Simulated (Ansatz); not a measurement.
Input file for Ansatz (a program for electronic structure): U-CCSD(T)/def2-TZVPP on ZrCl, 2S+1 = 2, a spin state set in the input, which need not be the lowest, a point of a bond scan (R = 2.315 Å). Elements past Kr take the def2 small-core potentials; no spin–orbit coupling.

Ansatz 0.2 input:
```yaml
crystal:
  periodic: [false, false, false]
  atoms:
    - {symbol: Zr, position_ang: [0.00000000, 0.00000000, 0.00000000]}
    - {symbol: Cl, position_ang: [0.00000000, 0.00000000, 2.31455700]}
basis:
  gaussian:
    orbitals: def2-TZVPP
    pivot_positions_ang: [[0.00000000, 0.00000000, 0.00000000], [0.00000000, 0.00000000, 2.31455700]]
magnetization: {spin_polarized: true, initial_magnetization: 1}
correlation: {method: ccsd_t, electrons: valence}
output: {orbitals: {seedname: ./end}}
```

Give the final energy of this run.

-506.5630 hartree (reference determinant -506.0521, T1 diagnostic 0.073). Its determinant has ⟨S²⟩ = 1.47, a mixture of spin states.

How many basis functions does it have, and what does it roughly cost on one machine?

98 functions; about 2.3 core-minutes (a rough figure).
